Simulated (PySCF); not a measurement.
## Correlation energy of Te⁺ (tellurium, charge +1)

[Kr] 4d10 5s1 5p3 6s1, high-spin 6S determinant (an excited configuration). Computed with PySCF 2.14 in dyall-av2z (22s16p12d, 130 functions), with the non-relativistic Hamiltonian (point nucleus). Frozen: [Kr] 4d10; 5 electrons correlated; the 62 highest virtual orbitals of each spin left out.

| level | correlation energy (mhartree) |
| --- | --- |
| CCSD | -28.84 |
| (T) | -0.23 |
| CCSD(T) | -29.07 |

Diagnostics: T1 = 0.0061, D1 = 0.0184, largest double amplitude 0.037.

Q: Is a single reference adequate?

A: Yes, within this model without spin-orbit coupling: T1 lies below 0.03 and no double amplitude reaches 0.07.
